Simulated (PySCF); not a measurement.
Ga(Me)2(NCO) (C₃H₆GaNO), SMILES [CH3][Ga]([CH3])[N]=C=O. Atoms are numbered in the order given.

```xyz
12

Ga    -0.6019     0.2580    -0.2851
C     -2.0744    -1.0252    -0.3058
H     -1.7682    -1.9334    -0.8480
H     -2.9821    -0.6203    -0.7745
H     -2.3138    -1.3294     0.7254
C     -0.4558     2.1088    -0.8919
H      0.3331     2.1863    -1.6565
H     -0.1549     2.7526    -0.0505
H     -1.3958     2.4914    -1.3133
N      0.9561    -0.4086     0.4533
C      1.9655    -0.8421     0.9305
O      2.9545    -1.2667     1.3981
```

Geometry: PBE0-D3(BJ)/def2-SVP. The values are those of a single conformer.

Calculation: PBE/def2-TZVP (PySCF).

Atomic charges (e):

```csv
atom,Löwdin,IAO
Ga1,0.31,0.90
C2,-0.48,-0.75
H3,0.14,0.17
H4,0.13,0.16
H5,0.14,0.17
C6,-0.48,-0.75
H7,0.14,0.17
H8,0.14,0.17
H9,0.13,0.16
N10,0.06,-0.50
C11,-0.41,0.46
O12,0.17,-0.37
```
